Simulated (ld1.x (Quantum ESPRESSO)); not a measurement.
# What one change does to a pseudopotential (S (Z = 16), ultrasoft)

ld1.x (Quantum ESPRESSO) 7.5 input, shortened:

```
&input
   title='S', zed=16., rel=0, dft='PBESOL', iswitch=3,
   config='[Ne] 3s2 3p3 3d-2'
 /
 &inputp
   pseudotype=3, tm=.true., lloc=-1, rcloc=0.60,
   nlcc=.false.,
   which_augfun='PSQ', rmatch_augfun=0.55
 /
6
2S  1  0   2.00   0.00  0.65  0.75  0.0
3S  2  0   2.00   0.00  0.65  0.75  0.0
2P  2  1   6.00   0.00  0.65  0.75  0.0
3P  3  1   3.00   0.00  0.65  0.75  0.0
3D  3  2  -2.00   0.05  0.65  0.80  0.0
3D  3  2  -2.00   2.80  0.65  0.80  0.0
 &test
   configts(1)='2s2 2p6 3s2 3p3'
 /
```

Change: all radii scaled by about 0.93 (s 0.70, p 0.70, d 0.74 bohr, rcut 0.60/0.60/0.60); local potential all-electron potential smoothed inside 0.56 bohr (lloc = -1); augmentation PSQ, radius 0.52 bohr.

Cutoffs: the cutoffs (Ry, on a coarse ladder) from which the occupation-weighted sum of valence levels, in a spherical-Bessel basis at the reference potential, stays within 10 and 1 mRy of its value at 400 Ry; they do not see the model core or the augmentation charge, which bear on the density cutoff. Errors are all-electron minus pseudo energies relative to the spin-unpolarised reference configuration.

Question: How do hardness, ghosts and transferability respond?

Answer: Of the 7 tests that both files solve, the error grows in 0 and shrinks in 4 by more than 15 % and 0.3 meV (median size 0.6 → 0.1 meV); neither file shows a bound ghost. Less of the atom is replaced, so other configurations are described better.

| quantity | base | changed |
| --- | --- | --- |
| cutoff, loose | 260 Ry | 260 Ry |
| cutoff, tight | over 300 Ry | over 300 Ry |
| bound ghosts | none | none |
| error for 2s2 2p6 3s2 3p4, meV [ΔE -11.75 eV] | -0.1 | 0.0 |
| error for 2s2 2p6 3s2 3p2, meV [ΔE 22.25 eV] | -0.6 | -0.1 |
| error for 2s2 2p6 3s2 3p1, meV [ΔE 56.26 eV] | -4.7 | -1.0 |
| error for 2s2 2p6 3s1 3p4, meV [ΔE 10.71 eV] | -0.2 | 0.0 |
| error for 2s2 2p6 3s0 3p6, meV [ΔE 8.67 eV] | -2.3 | -0.2 |
| error for 2s2 2p5 3s2 3p4, meV [ΔE 161.73 eV] | +279 | +150 |
| error for 2s2 2p6 3s2 3p3.5, meV [ΔE -7.10 eV] | 0.0 | 0.0 |
| lowest overlap eigenvalue by channel | s 0.09, p 0.23, d 0.79 | s 0.12, p 0.29, d 0.79 |
